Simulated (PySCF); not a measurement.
Run record: C36H16

The script drives PySCF SCF with an in-house response code with single-precision fitted integrals, so total energies wander by about 1e-6 Eh between cycles (the fitting error itself is about 1e-3 Eh and cancels in differences); atoms count from 0. Pop asks for populations, which are stored and not printed.

The gap is small, so a closed-shell solution may not be the true ground state; the numbers describe that solution.

Job and coordinates (Å):

```
{"job": {"kind": "nmr", "xc": "KT3", "basis": "pcSseg-1", "pop": false}, "charge": 0, "multiplicity": 1}
C      0.628189    -0.004833    -0.108653
C     -0.626183     0.024872    -0.055412
C     -1.916518     0.057575    -0.003558
C     -3.169537     0.087578     0.045496
C     -4.464979     0.120623     0.089844
C     -5.712143     0.150151     0.132147
C     -7.048413     0.188968     0.176393
C     -7.965690    -0.772033    -0.408537
C     -7.718680    -1.928034    -1.131043
C     -8.802011    -2.667419    -1.579291
C    -10.102914    -2.261570    -1.313884
C    -10.359454    -1.107544    -0.586228
C     -9.290311    -0.361083    -0.130420
C     -9.226982     0.868619     0.640909
C    -10.215257     1.676542     1.168850
C     -9.840575     2.814686     1.869958
C     -8.502315     3.144589     2.037875
C     -7.499489     2.342239     1.516621
C     -7.864494     1.201270     0.821488
C      1.918254    -0.040320    -0.163827
C      3.171107    -0.073666    -0.215876
C      4.466114    -0.109445    -0.267406
C      5.712982    -0.150191    -0.314875
C      7.049038    -0.190569    -0.361486
C      7.866309    -1.171344    -1.052214
C      7.502036    -2.272023    -1.810220
C      8.507038    -3.054047    -2.357696
C      9.845366    -2.745523    -2.153313
C     10.219073    -1.640786    -1.400157
C      9.228946    -0.850530    -0.849078
C      9.290347     0.345366    -0.026027
C     10.357117     1.076912     0.458502
C     10.097783     2.191284     1.244532
C      8.796640     2.568391     1.547330
C      7.715671     1.848387     1.064193
C      7.965324     0.739300     0.272762
H     -6.706172    -2.243807    -1.338375
H     -8.634221    -3.573187    -2.143013
H    -10.927370    -2.855395    -1.680665
H    -11.374961    -0.799721    -0.384979
H    -11.258408     1.428060     1.040230
H    -10.601956     3.454322     2.292562
H     -8.240723     4.040305     2.581815
H     -6.458077     2.598487     1.646623
H      6.460096    -2.513297    -1.965995
H      8.246475    -3.918294    -2.950520
H     10.606886    -3.378176    -2.586012
H     11.262761    -1.408388    -1.246914
H     11.373438     0.790354     0.232799
H     10.920763     2.774399     1.630787
H      8.625910     3.434134     2.169818
H      6.703082     2.141293     1.301111
```

Command:

```bash
OMP_NUM_THREADS=2 python large_run.py task.json out
```

**Question.** What does the program print?

**Answer.** 
```
start: PBE on a coarse grid of 46627 points
cycle   1  E = -1378.7977924123  dE =  6.554e+00  |g| = 9.315e-01  |ddm| = 1.047e+01
cycle   2  E = -1378.6196580967  dE =  1.781e-01  |g| = 1.222e+00  |ddm| = 3.265e+00
cycle   3  E = -1378.9707089041  dE = -3.511e-01  |g| = 4.041e-01  |ddm| = 2.273e+00
cycle   4  E = -1379.0215139647  dE = -5.081e-02  |g| = 2.496e-01  |ddm| = 9.415e-01
cycle   5  E = -1379.0445158305  dE = -2.300e-02  |g| = 1.126e-01  |ddm| = 3.650e-01
cycle   6  E = -1379.0480917809  dE = -3.576e-03  |g| = 4.450e-02  |ddm| = 1.842e-01
cycle   7  E = -1379.0483774122  dE = -2.856e-04  |g| = 2.738e-02  |ddm| = 7.175e-02
cycle   8  E = -1379.0482387184  dE =  1.387e-04  |g| = 2.956e-02  |ddm| = 7.602e-02
cycle   9  E = -1379.0486831807  dE = -4.445e-04  |g| = 8.155e-03  |ddm| = 5.269e-02
final grid: 443931 points
cycle  10  E = -1404.1533350329  dE = -8.152e-02  |g| = 5.411e-02  |ddm| = 2.315e+00
cycle  11  E = -1404.0975740064  dE =  5.576e-02  |g| = 3.233e-01  |ddm| = 5.681e-01
cycle  12  E = -1404.1537453122  dE = -5.617e-02  |g| = 4.425e-02  |ddm| = 5.315e-01
cycle  13  E = -1404.1542804875  dE = -5.352e-04  |g| = 3.080e-02  |ddm| = 8.997e-02
cycle  14  E = -1404.1545948256  dE = -3.143e-04  |g| = 4.900e-03  |ddm| = 3.575e-02
cycle  15  E = -1404.1545874974  dE =  7.328e-06  |g| = 6.011e-03  |ddm| = 1.295e-02
cycle  16  E = -1404.1546039926  dE = -1.650e-05  |g| = 2.254e-03  |ddm| = 8.470e-03
cycle  17  E = -1404.1546050162  dE = -1.024e-06  |g| = 7.061e-04  |ddm| = 3.398e-03
cycle  18  E = -1404.1546039384  dE =  1.078e-06  |g| = 2.910e-04  |ddm| = 1.275e-03
cycle  19  E = -1404.1546048097  dE = -8.713e-07  |g| = 1.574e-04  |ddm| = 6.252e-04
cycle  20  E = -1404.1546063398  dE = -1.530e-06  |g| = 6.152e-05  |ddm| = 5.535e-04
converged SCF energy = -1404.1546063398

GIAO shielding tensors (ppm)
atom      isotropic    diamagn.    paramagn.     s11        s22        s33       span
  0 C       53.176     259.573    -206.397     45.798     46.541     67.189     21.391
  1 C       53.130     259.636    -206.506     45.801     46.550     67.038     21.237
  2 C       56.685     256.848    -200.163     46.071     46.413     77.571     31.499
  3 C       51.091     257.632    -206.541     46.411     48.789     58.071     11.660
  4 C       57.051     261.126    -204.075     32.558     49.536     89.058     56.501
  5 C       36.961     264.212    -227.251     22.893     27.568     60.422     37.529
  6 C       65.416     267.136    -201.720     30.140     40.158    125.951     95.811
  7 C       50.671     253.204    -202.533    -17.890     26.609    143.295    161.186
  8 C       65.179     259.377    -194.198    -22.177     47.508    170.205    192.382
  9 C       63.277     252.145    -188.868    -32.713     53.859    168.683    201.396
 10 C       60.733     250.126    -189.392    -36.049     49.146    169.103    205.152
 11 C       70.444     221.393    -150.949    -16.595     55.527    172.400    188.994
 12 C       50.798     247.026    -196.228    -23.449     31.013    144.829    168.277
 13 C       50.853     246.851    -195.997    -23.432     31.073    144.919    168.352
 14 C       70.420     221.560    -151.140    -16.632     55.515    172.377    189.009
 15 C       60.753     250.167    -189.414    -35.964     49.114    169.109    205.073
 16 C       63.319     252.123    -188.804    -32.577     53.815    168.719    201.296
 17 C       65.226     259.914    -194.688    -22.169     47.540    170.306    192.475
 18 C       50.671     253.053    -202.382    -17.956     26.659    143.310    161.266
 19 C       56.638     256.910    -200.273     46.068     46.411     77.434     31.366
 20 C       51.108     257.646    -206.538     46.398     48.776     58.151     11.753
 21 C       56.980     261.103    -204.123     32.483     49.494     88.962     56.479
 22 C       36.925     264.216    -227.291     22.891     27.523     60.361     37.470
 23 C       65.428     267.103    -201.675     30.179     40.110    125.995     95.816
 24 C       50.654     253.261    -202.607    -18.025     26.723    143.263    161.288
 25 C       65.135     259.249    -194.114    -22.321     47.567    170.160    192.481
 26 C       63.315     252.171    -188.857    -32.545     53.757    168.732    201.277
 27 C       60.725     250.126    -189.401    -36.049     49.144    169.078    205.127
 28 C       70.383     221.404    -151.021    -16.664     55.473    172.341    189.005
 29 C       50.834     247.011    -196.177    -23.351     31.031    144.822    168.173
 30 C       50.867     246.824    -195.957    -23.319     31.075    144.845    168.165
 31 C       70.474     221.562    -151.088    -16.497     55.521    172.399    188.896
 32 C       60.781     250.141    -189.360    -35.995     49.200    169.138    205.133
 33 C       63.319     252.181    -188.862    -32.716     53.933    168.739    201.455
 34 C       65.224     259.951    -194.726    -22.212     47.612    170.274    192.486
 35 C       50.690     253.228    -202.538    -17.812     26.555    143.328    161.140
 36 H       24.269      43.148     -18.878     20.068     24.425     28.315      8.247
 37 H       24.699      32.310      -7.611     21.537     25.399     27.161      5.624
 38 H       24.583      19.119       5.464     21.458     25.407     26.885      5.426
 39 H       24.290      28.494      -4.204     20.073     24.850     27.948      7.875
 40 H       24.290      28.506      -4.216     20.071     24.847     27.952      7.881
 41 H       24.578      19.226       5.352     21.453     25.405     26.877      5.425
 42 H       24.697      32.497      -7.800     21.533     25.400     27.159      5.627
 43 H       24.279      43.179     -18.900     20.071     24.430     28.336      8.266
 44 H       24.259      43.121     -18.862     20.051     24.417     28.310      8.259
 45 H       24.704      32.305      -7.602     21.536     25.409     27.167      5.631
 46 H       24.581      19.109       5.473     21.463     25.402     26.878      5.415
 47 H       24.292      28.499      -4.207     20.091     24.846     27.939      7.848
 48 H       24.305      28.461      -4.156     20.098     24.865     27.951      7.853
 49 H       24.593      19.235       5.358     21.470     25.417     26.892      5.422
 50 H       24.703      32.545      -7.843     21.542     25.397     27.169      5.627
 51 H       24.274      43.184     -18.910     20.056     24.431     28.334      8.278
```

The run took 50 s of wall time on 2 threads of Arm Neoverse V2 (shared host), peak memory 1.2 GiB.
